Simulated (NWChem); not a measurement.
System: CsBr; SMILES [Cs][Br]

Computed with NWChem. The geometry was optimised at PBE0-D3(BJ)/def2-TZVP. def2 effective core potentials on Cs; no spin-orbit coupling. Vertical excitations in the gas phase; the lowest state need not have the same character in each row.

### Question
Order these by “lowest excitation, singlet (eV)”, lowest first: PBE0/def2-TZVP, TDA; PBE0/def2-SVPD, TDA; PBE0/def2-SVP, TDA.

### Answer
PBE0/def2-SVP, TDA (3.43), PBE0/def2-SVPD, TDA (3.65), PBE0/def2-TZVP, TDA (3.72)
